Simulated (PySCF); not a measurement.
# Orbital picture of SbBr

PBE0 at R = 2.499 Å; basis Sb def2-TZVPPD with ECP28, Br def2-TZVPPD; scalar-relativistic core potentials; PySCF 2.14. State: singlet, one real π or δ orbital doubly filled, a mixture of terms (⟨Lz²⟩ = 2.0), a second solution, started from another occupation. Only the outer orbitals are listed, counted within each symmetry, core potentials removing the inner ones.

```csv
orbital,occ.,ε (eV),on Sb (%),main shells (%)
10σ,2,-21.65,6,93 Br s
11σ,2,-14.87,84,"84 Sb s, 11 Br p"
12σ,2,-9.61,39,"60 Br p, 27 Sb p, 11 Sb s"
6π,2,-9.07,10,"90 Br p, 8 Sb p"
6π,2,-8.93,10,"90 Br p, 8 Sb p"
7π,2,-5.35,90,"90 Sb p, 8 Br p"
7π,0,-4.28,90,"90 Sb p, 8 Br p"
13σ,0,-1.81,73,"63 Sb p, 21 Br p"
```

Which are the highest filled and the lowest empty level, where do they sit, and how wide is the gap?

Highest filled 7π at -5.35 eV (in %: 90 Sb p, 8 Br p); lowest empty 7π at -4.28 eV (in %: 90 Sb p, 8 Br p); the gap at PBE0 is 1.07 eV. Both belong to one degenerate shell, split only by its one-sided filling, so this is no excitation gap.

- bond order (Mayer): 1.19
- ⟨S²⟩: 0.000
- charge on Sb (Mulliken, basis-dependent): 0.21
- charge on Sb (Löwdin, basis-dependent): 0.24
- dipole moment (positive dipole means Sb(−)Br(+)): -1.54 D

Spin–orbit coupling is left out.
